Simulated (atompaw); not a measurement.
What one change does to a pseudopotential (Mg, PAW (atompaw))

```
Element                 : Mg (Z = 12)
Generator               : atompaw 4.2.0.5
Type                    : PAW
Functional              : PBE
Relativity              : scalar-relativistic
Frozen core             : [Ne]
Valence charge          : 2
Reference configuration : 3s2 3p0
Partial waves           : 3s (bound): rc 2.95 bohr; 3s channel at 4.35 Ry: rc 3.00 bohr; 3p (bound, empty): rc 3.00 bohr; 3p channel at 0.8 Ry: rc 3.00 bohr; 3d channel at 0.05 Ry: rc 3.00 bohr
Local potential         : troulliermartins scheme with l = 3 at 1 Ry, radius 2.65 bohr
Core correction         : smooth core density matched at 2.55 bohr
Augmentation charge     : sinc compensation charge, radius 2.40 bohr; PAW radius 3.00 bohr; waves and projectors: custom rrkj vanderbiltortho
```

Change: augmentation sinc compensation charge, radius 2.40 bohr; PAW radius 3.00 bohr; waves and projectors: modrrkj vanderbiltortho.

Cutoffs: the cutoffs (Ry, on a coarse ladder) from which the occupation-weighted sum of valence levels, in a spherical-Bessel basis at the reference potential, stays within 10 and 1 mRy of its value at 400 Ry; they do not see the model core or the augmentation charge, which bear on the density cutoff.

Question: What does the change do?

Answer: Both files are so soft that the ladder of cutoffs tells neither apart; the range in which the d phases agree narrows (upper end 2.7 → 0.6); neither file shows a bound ghost.

```tsv
quantity	base	changed
cutoff, loose	6 Ry	6 Ry
cutoff, tight	6 Ry	6 Ry
bound ghosts	none	none
s: phases at 3.00 bohr within 0.05 rad from the reference energy up to (Ry; the scan ends near 5)	2.3	2.4
p: phases at 3.00 bohr within 0.05 rad from the reference energy up to (Ry; the scan ends near 5)	2.9	2.8
d: phases at 3.00 bohr within 0.05 rad from the reference energy up to (Ry; the scan ends near 5)	2.7	0.6
lowest overlap eigenvalue by channel	s 0.09, p 0.82, d 1.00	s 0.62, p 0.00, d 1.00
```

 The cutoffs see the waves, projectors and local potential, not the compensation charge or the core.
